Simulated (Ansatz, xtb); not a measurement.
## C5H7FOS: which of two isomers lies lower

Structure I: `CSC1=CO[C@H](F)C1`, a singlet. Structure II: `CSC1=CC[C@H](F)O1`, a singlet. Both are isolated molecules in the gas phase, relaxed with PBE-D3(BJ)/def2-SVP; the shapes shown needn't be the lowest conformers.

I (Å):

```xyz
15

C     0.1787    0.8195    1.6790
C    -0.3115   -0.8715   -0.4241
C    -1.6393   -0.6157   -0.3494
C    -1.5373   -2.2180   -1.9310
C    -0.0945   -1.7994   -1.5993
F    -1.8004   -3.4658   -1.3908
O    -2.3862   -1.2694   -1.3205
S     1.0368   -0.2928    0.5297
H     0.9517    1.2479    2.3439
H    -0.3294    1.6397    1.1326
H    -0.5596    0.2626    2.2907
H    -2.2184    0.0256    0.3238
H    -1.7885   -2.2657   -3.0110
H     0.5087   -2.6981   -1.3601
H     0.3912   -1.2724   -2.4486
```

II (Å):

```yaml
atoms:
  - { symbol: C, position_ang: [-2.9167, 1.4523, 1.6918] }
  - { symbol: C, position_ang: [-0.6232, -0.0139, 1.3141] }
  - { symbol: C, position_ang: [0.6698, -0.2995, 1.5945] }
  - { symbol: C, position_ang: [1.4119, -0.3762, 0.2856] }
  - { symbol: C, position_ang: [0.3963, 0.2563, -0.6807] }
  - { symbol: F, position_ang: [0.6988, 1.5900, -0.8916] }
  - { symbol: O, position_ang: [-0.8666, 0.1749, -0.0428] }
  - { symbol: S, position_ang: [-2.0133, 0.0169, 2.3745] }
  - { symbol: H, position_ang: [-2.3764, 2.3966, 1.8968] }
  - { symbol: H, position_ang: [-3.0626, 1.3248, 0.6037] }
  - { symbol: H, position_ang: [-3.8985, 1.4676, 2.2012] }
  - { symbol: H, position_ang: [1.0873, -0.4625, 2.5933] }
  - { symbol: H, position_ang: [1.6522, -1.4218, -0.0122] }
  - { symbol: H, position_ang: [2.3566, 0.2042, 0.2600] }
  - { symbol: H, position_ang: [0.3044, -0.2254, -1.6759] }
```

Q: Which of the two would you expect CCSD(T)/def2-SVP + ΔMP2/def2-TZVPP electronic energies to favour?

A: Too close to call at this level: CCSD(T)/def2-SVP + ΔMP2/def2-TZVPP gives E(II) − E(I) = −5.08 kJ/mol.

The same difference at several levels:

| level | geometry | E(II) − E(I) (kJ/mol) | departure from the last row (kJ/mol) | job, with rough time for the two |
| --- | --- | --- | --- | --- |
| GFN2-xTB | GFN2-xTB | −3.52 | +1.55 | optimisation, 0.25 s |
| HF/STO-3G | GFN2-xTB | −11.08 | −6.00 | single point, 0.44 s |
| r2SCAN-D4/def2-SVP | GFN2-xTB | −2.88 | +2.20 | single point, 4.2 s |
| PBE-D3(BJ)/def2-SVP | PBE-D3(BJ)/def2-SVP | −5.32 | −0.24 | optimisation, 35 s |
| HF/def2-SVP | PBE-D3(BJ)/def2-SVP | −7.88 | −2.80 | part of the CCSD(T) run |
| MP2/def2-SVP | PBE-D3(BJ)/def2-SVP | −7.23 | −2.15 | part of the CCSD(T) run |
| CCSD(T)/def2-SVP | PBE-D3(BJ)/def2-SVP | −7.00 | −1.92 | single point |
| CCSD(T)/def2-SVP + ΔMP2/def2-TZVPP | PBE-D3(BJ)/def2-SVP | −5.08 |  | single point, 1.8 min |

As drawn, both hold the same kinds of bond in the same numbers.

The largest departure from CCSD(T)/def2-SVP + ΔMP2/def2-TZVPP is that of HF/STO-3G, 6.00 kJ/mol. The last row adds to CCSD(T) the change of the MP2 difference between the two basis sets, here +1.92 kJ/mol.

With thermal terms from frequencies at re-optimised GFN2-xTB minima (ideal gas, soft modes damped towards free rotors, one conformer each, 298.15 K, 1 atm): the zero-point term adds −0.64 kJ/mol; ΔH is −5.38 and ΔG −6.34 kJ/mol.

The correlated steps freeze 12 core orbitals. Run with Ansatz 0.2.0, xtb 6.7.1; the last row on 4 threads of Arm Neoverse V1 on a shared host.
